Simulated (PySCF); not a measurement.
CH3BeBrS, SMILES C[S][Be][Br]. Atoms are numbered in the order given.

```xyz
7

Be     0.3174     0.2188     0.0000
Br    -0.0716    -1.7042     0.0000
S      0.6983     2.0743     0.0000
C     -0.9931     2.7855     0.0000
H     -1.5528     2.4976     0.8995
H     -0.8699     3.8765     0.0000
H     -1.5528     2.4976    -0.8995
```
Charge 0, spin multiplicity 1.

The structure is a stationary point at PBE0-D3(BJ)/def2-SVP. Other conformers were not sampled.

Computed with PySCF 2.14.0 with TDDFT-PBE0/def2-SVPD.

Vertical excitations.  State labels are in the subgroup Cs.

Question: Give excitation energies, oscillator strengths and character. (Estimate from the structure and the level; the computed values follow.)

Answer: 
```json
[
 {"state": "S1", "symmetry": "A\"", "energy (eV)": "4.64", "λ (nm)": "267", "f": "0.000", "main pairs": "HOMO→LUMO 99 %"},
 {"state": "S2", "symmetry": "A\"", "energy (eV)": "5.76", "λ (nm)": "215", "f": "0.019", "main pairs": "HOMO→LUMO+2 97 %"},
 {"state": "S3", "symmetry": "A'", "energy (eV)": "5.90", "λ (nm)": "210", "f": "0.070", "main pairs": "HOMO→LUMO+1 69 %, HOMO−1→LUMO 28 %"},
 {"state": "S4", "symmetry": "A'", "energy (eV)": "6.34", "λ (nm)": "195", "f": "0.087", "main pairs": "HOMO−1→LUMO 65 %, HOMO→LUMO+1 25 %"},
 {"state": "S5", "symmetry": "A\"", "energy (eV)": "6.43", "λ (nm)": "193", "f": "0.000", "main pairs": "HOMO−3→LUMO 98 %"},
 {"state": "S6", "symmetry": "A'", "energy (eV)": "6.68", "λ (nm)": "186", "f": "0.058", "main pairs": "HOMO−2→LUMO 77 %, HOMO−3→LUMO+1 16 %"},
 {"state": "S7", "symmetry": "A\"", "energy (eV)": "6.95", "λ (nm)": "179", "f": "0.000", "main pairs": "HOMO→LUMO+4 38 %, HOMO−1→LUMO+1 37 %, HOMO→LUMO+3 13 %, HOMO→LUMO+6 6 %"},
 {"state": "S8", "symmetry": "A\"", "energy (eV)": "7.06", "λ (nm)": "176", "f": "0.002", "main pairs": "HOMO−1→LUMO+1 55 %, HOMO→LUMO+4 21 %, HOMO→LUMO+3 12 %"},
 {"state": "S9", "symmetry": "A\"", "energy (eV)": "7.11", "λ (nm)": "174", "f": "0.043", "main pairs": "HOMO→LUMO+3 69 %, HOMO→LUMO+4 23 %"},
 {"state": "S10", "symmetry": "A\"", "energy (eV)": "7.20", "λ (nm)": "172", "f": "0.000", "main pairs": "HOMO−2→LUMO+1 89 %"},
 {"state": "T1", "symmetry": "A\"", "energy (eV)": "4.36", "λ (nm)": "284", "f": "0", "main pairs": "HOMO→LUMO 97 %"},
 {"state": "T2", "symmetry": "A'", "energy (eV)": "5.02", "λ (nm)": "247", "f": "0", "main pairs": "HOMO→LUMO+1 94 %"},
 {"state": "T3", "symmetry": "A\"", "energy (eV)": "5.47", "λ (nm)": "227", "f": "0", "main pairs": "HOMO→LUMO+2 92 %"},
 {"state": "T4", "symmetry": "A'", "energy (eV)": "5.57", "λ (nm)": "223", "f": "0", "main pairs": "HOMO−1→LUMO 89 %"}
]
```
Triplets are in the Tamm–Dancoff approximation, which puts them higher than full response would, so one can lie above its singlet here.
